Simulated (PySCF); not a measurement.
**A search over the determinants of AsF⁺**

Unrestricted PBE0; basis As aug-pcseg-1, F aug-pcseg-1; no relativity; PySCF 2.14. Outer shells of the fragments: As+ 3d10 4s2 4p2; F 2s2 2p5.

Followed along the bond (rough minima from three points):

| 2Ms+1 | unpaired | ⟨S²⟩ at the start | R at minimum (Å) | Te (eV) |
| --- | --- | --- | --- | --- |
| 2 | π ↑ | 0.75 | 1.71 | 0.00 |
| 4 | σ ↑, π ↑↑ | 3.76 | 1.93 | 4.37 |

Solutions found at the starting distance of 1.890 Å, counted from the lowest of them; the search is not exhaustive and high or unbound solutions are not listed, so other states can lie among these:

| 2Ms+1 | unpaired | term | E (eV) | ⟨S²⟩ | ⟨Lz²⟩ | μ (D) |
| --- | --- | --- | --- | --- | --- | --- |
| 2 | π ↑ | ²Π | 0.00 | 0.75 | 1.01 | -3.31 |
| 2 | σ ↑ | ²Σ⁺ | 3.19 | 0.75 | 0.00 | -2.98 |
| 4 | σ ↑, π ↑↑ | ⁴Σ⁻ | 3.92 | 3.76 | 0.00 | -1.62 |
| 4 | π ↑↑↑ | ⁴Π | 4.08 | 3.76 | 1.00 | 0.74 |
| 2 | π ↑↑↓ | mixed | 4.50 | 1.76 | 3.02 | 0.74 |
| 2 | σ ↓, π ↑↑ | mixed | 4.57 | 1.77 | 0.00 | -0.86 |
| 4 | σ ↑↑, π ↑ | ⁴Π | 6.29 | 3.75 | 1.00 | -1.01 |
| 4 | σ ↑, π ↑↑ | mixed | 6.31 | 3.75 | 2.01 | 0.89 |
| 4 | σ ↑, π ↑↑ | mixed | 6.46 | 3.75 | 2.01 | 0.88 |

A term symbol is given only where ⟨S²⟩ and ⟨Lz²⟩ are close to those of a pure state; real π, δ and φ orbitals otherwise mix terms. A positive dipole points towards F; it is taken about the centre of mass and depends on that origin.

Compare the gap between the two lowest followed solutions at the starting distance with the gap between their minima.

At PBE0 the second solution (quartet, unpaired electrons σ ↑, π ↑↑) lies +3.92 eV from the first (doublet, unpaired electrons π ↑) at 1.890 Å and +4.37 eV at the minima; the two curves relax by different amounts, since their minima lie near 1.93 and 1.71 Å.

Spin–orbit coupling is left out. Counting both spins, an empty level lies below a filled one in some of these solutions, because spin and occupation are held.
